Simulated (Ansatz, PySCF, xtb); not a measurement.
Protons, H atoms and electrons added to or taken from C=C(F)F. Isolated molecules, 0 K electronic values unless said otherwise. One relaxed conformer stands for each flexible species; it need not be the lowest. Strings in code marks are SMILES.

Quantity: proton affinity at 298 K, in kcal/mol. Thermal and zero-point terms are GFN2-xTB rigid-rotor harmonic values (xtb).

Level 1: frozen-core CCSD(T)/cc-pVTZ // r2SCAN-D4/def2-TZVP (Ansatz, a first-principles code)
Level 2: PBE-D3(BJ)/def2-TZVP // r2SCAN-D4/def2-TZVP (PySCF)
Level 3: B3LYP/3-21G // r2SCAN-D4/def2-TZVP (PySCF)
Level 4: M06-2X/6-31G* // r2SCAN-D4/def2-TZVP (PySCF)

```tsv
species	level 1	level 2	level 3	level 4
proton added at C1: `C[C+](F)F`	178.0	178.0	173.5	177.7
```
